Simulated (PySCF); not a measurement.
# PBE0 on Si (silicon, neutral)

Configuration: [Ne] 3s2 3p2, high-spin 3P determinant. Calculation: PySCF 2.14, in dyall-av2z; no relativity, point nucleus.

```json
{"Total energy": "-289.2508 hartree", "One-electron energy": "-400.6450 hartree", "Hartree (Coulomb) energy": "132.0766 hartree", "Exchange-correlation energy": "-20.6824 hartree", "Kinetic energy": "288.83549 hartree", "⟨S²⟩": "2.0051", "⟨L²⟩": "2.017", "Sum of ⟨r⟩": "14.43 bohr", "Sum of ⟨r²⟩": "32.00 bohr²", "Traceless quadrupole moment −½Σ⟨3z² − r²⟩ along its main axis": "3.45 e·bohr²", "Density at the nucleus (Gaussians lack the cusp)": "1730 bohr⁻³", "Spin density at the nucleus": "-0.131 bohr⁻³", "Langevin diamagnetic susceptibility": "-25.3 ×10⁻⁶ cm³/mol"}
```

```
shell  electrons  mean orbital energy (eV)  spread (eV)  rms radius, mean of both spins (bohr)
 1s α          1                   -1803.9            0                                  0.129
 1s β          1                   -1803.7            0                                  0.129
 2s α          1                   -146.15            0                                  0.620
 2s β          1                   -145.95            0                                  0.620
 2p α          3                   -100.83        0.078                                  0.603
 2p β          3                   -100.53        0.380                                  0.603
 3s α          1                   -12.827            0                                   2.35
 3s β          1                   -10.748            0                                   2.35
 3p α          2                    -5.636            0                                   3.00
```
